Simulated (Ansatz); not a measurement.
Isomers of Ge₂O₂⁺ (doublet), relaxed with PBE-D4/def2-SVP; total energies from Ansatz at ωB97M-V/def2-TZVP.

| isomer | description | energy (Eh) |
| --- | --- | --- |
| A | point group Cs; 3 × Ge–O 1.69 to 1.93 Å | -4303.97992 |
| B | point group D2h; 4 × Ge–O 1.90 Å | -4304.00455 |

The isomers come from a short search, and lower ones may exist.

Question: Work out the relative energies (1 Eh = 2625.5 kJ/mol) and the Boltzmann populations at 1200 K from electronic energies alone (R = 8.314 J/mol/K).

Answer: ΔE: A 64.7, B 0.0 kJ/mol. RT = 9.98 kJ/mol. Factors exp(−ΔE/RT): A 0.00153, B 1; sum 1.002. Populations: A 0.2 %, B 99.8 %. Zero-point energy, vibrational entropy and symmetry numbers are left out and can shift these; an error of 4 kJ/mol changes a ratio by a factor of 1.5. Over the other density-functional and correlated levels in def2 sets, the gap between B and A ranges from 48 to 66 kJ/mol.
